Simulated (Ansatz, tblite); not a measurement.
Cost and result up the ladder for `Sc1ccc(-c2ccc(-c3ccc(S)nc3)nc2)nc1` (31 atoms). Total charge 0; singlet. Geometry: PBE-D4/def2-SVP.

Ansatz on 2 threads of AMD EPYC 7R13 on a shared host and a share (18 GiB) of an NVIDIA H100 80GB HBM3; xTB runs through tblite on one thread. Times are rough, summed over both states, and most runs start from the orbitals of an earlier one. PBE0-D4/def2-TZVP serves as the yardstick here, not as an exact answer. The other state is a doublet.

The xTB rows come from tblite. Single mean-field runs in def2-TZVP are fitted with def2-universal-jkfit.

Raw xTB energies of ions are shifted by several eV.

| level | functions | wall time |
| --- | --- | --- |
| GFN2-xTB | 101 | 0.11 s |
| GFN1-xTB | 112 | 0.12 s |
| PBE-D4/def2-TZVP (with forces) | 698 | 19 s |
| PBE0-D4/def2-TZVP (with forces) | 698 | 27 s |

**Question.** Estimate what each level gives for the vertical IE (eV).

**Answer.** 
```csv
level,vertical IE (eV),difference from PBE0-D4/def2-TZVP (eV)
GFN2-xTB,11.92,4.60
GFN1-xTB,12.66,5.35
PBE-D4/def2-TZVP (with forces),6.99,-0.32
PBE0-D4/def2-TZVP (with forces),7.31,0.00
```
